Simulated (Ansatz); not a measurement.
`COC(O)C=N` and `BC(O)OC` differ in one atom or group.

Ansatz, PBE0-D4/def2-TZVP geometries, multiplicity 1. Each molecule was computed in one conformer, which needn't be the lowest.

```csv
property,`COC(O)C=N`
size of the dipole moment (ωB97M-V/def2-TZVPP) / D,2.14
LUMO energy (B3LYP/def2-TZVPP) / eV,-0.98
HOMO–LUMO gap (PBE/def2-TZVPP) / eV,4.41
HOMO energy (ωB97M-V/def2-TZVPP) / eV,-10.38
HOMO energy (PBE0/def2-TZVPP) / eV,-7.94
size of the dipole moment (PBE/def2-TZVPP) / D,2.03
```

What does the change do to each property? (An estimate is asked.)

Computed: 
```
                                          property  `BC(O)OC`  shift
size of the dipole moment (ωB97M-V/def2-TZVPP) / D       3.89   1.75
               LUMO energy (B3LYP/def2-TZVPP) / eV      -0.11   0.87
               HOMO–LUMO gap (PBE/def2-TZVPP) / eV       6.01   1.60
             HOMO energy (ωB97M-V/def2-TZVPP) / eV     -10.45  -0.07
                HOMO energy (PBE0/def2-TZVPP) / eV      -8.11  -0.17
    size of the dipole moment (PBE/def2-TZVPP) / D       3.84   1.81
```

With PBE0 the HOMO falls by 0.17 eV and the LUMO rises by 0.94 eV, so the gap widens by about 1.11 eV. PBE moves the HOMO by -0.42 eV and ωB97M-V by -0.07 eV. Dipoles are sizes alone; their direction can turn.

B3LYP here is the variant with VWN-RPA as its local correlation; programs differ in this.
